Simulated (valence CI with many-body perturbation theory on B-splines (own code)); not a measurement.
Nb in brief

Method: valence CI with perturbative core correlation (CI+MBPT): five valence electrons over a frozen Dirac-Fock core [Kr], radial functions for each j: 9 s, 9 p, 9 d, 7 f, 4 g, 2 h, with the one-electron correlation potential Σ1, the two-electron term Σ2, the three-electron term Σ3, Breit, model QED; selected CI, second order for the rest, scaled by the run's own slope (own B-spline code, finite nucleus).

Set against measurement, 16 paired levels are off by 114 cm⁻¹ on average, the worst by 317. These come from a selection out of the NIST Handbook of Basic Atomic Spectroscopic Data. Levels without a partner in it may be off by more, other configurations by 1,000 to 4,000 cm⁻¹. Among the levels kept, up to 1200 cm⁻¹ of a level comes from second order outside the variational space, and about a tenth of that is noise between levels of different J, which matters for small intervals.

Rates and lifetimes use the calculated energies. Strong lines usually hold to 10 to 20 %, long lifetimes can be off by a factor of two.

(1) What is the ground level?

(2) How is the term ⁶D of the ground level split?

(3) How well does LS coupling describe the low levels?

(4) What are the static dipole polarisabilities of the lowest levels?

(5) What is the ionisation energy?

Results:

(1) 4d⁴5s ⁶D_1/2, composition 95 % 4d⁴5s ⁶D + 1 % 4d⁴5s ⁴P, g = 3.330.

(2) J = 1/2 at 0.0, J = 3/2 at 149, J = 5/2 at 376, J = 7/2 at 679, J = 9/2 at 1025 cm⁻¹.

(3) Among the lowest 20 levels the leading LS term, summed over configurations, holds 96 % on average. For single configurations the figures are 77 % in LS and 42 % in jj coupling. Terms mix most in the J = 3/2 level at 9587 cm⁻¹, where the leading one holds 71 %.

(4) 4d⁴5s ⁶D_1/2 92.2; 4d⁴5s ⁶D_3/2 94.1 (tensor -1.7); 4d⁴5s ⁶D_5/2 95.0 (tensor -1.4); 4d⁴5s ⁶D_7/2 93.9 (tensor 0.67) bohr³, of which the core gives 2.27. The recommended value for the atom is 98 ± 8 bohr³ (Schwerdtfeger and Nagle, table of static dipole polarizabilities (2023 update)).

(5) 6.6958 eV; NIST lists 6.75885 eV (measured).
